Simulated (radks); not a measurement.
Values are calculated unless marked as measured or tabulated.
The selenium ion Se4+, 30 electrons, occupied as [Ar] 3d9 4s2 4p1 (not the ground configuration). Level of theory: Dirac Kohn-Sham, PBEsol, spin-unpolarised, spherical densities, finite nucleus; open shells fill j = l - 1/2 first; Fermi nuclear charge, rms radius 4.14 fm (a radial shooting solver on a logarithmic mesh with Libxc functionals).

Normalised radial functions P(r) = r R(r) (large component), r in bohr:

```
   r/bohr * 3s1/2 (the largest magnitude, 1.49, reaches the edge; | marks zero)
 0.002888                             |  *
 0.003791                             |  *
 0.004976                             |   *
 0.006531                             |    *
 0.008573                             |     *
  0.01116                             |      *
  0.01465                             |       *
  0.01923                             |       *
  0.02525                             |       *
  0.03287                             |      *
  0.04315                             |   *
  0.05664                             *
  0.07434                       *     |
  0.09758                  *          |
   0.1271              *              |
   0.1668                *            |
   0.2189                         *   |
   0.2873                             |        *
   0.3741                             |                     *
   0.4911                             |                          *
   0.6446                             |                      *
   0.8461                             |             *
    1.111                             |     *
    1.446                             | *
    1.898                             *
    2.491                             *
     3.27                             *
    4.258                             *
    5.589                             *
    7.337                             *
```

3s1/2: eigenvalue -278.06 eV, 2 radial nodes at r = 0.0569, 0.239 bohr, <r> = 0.569 bohr, 90 % of the charge inside 0.847 bohr.
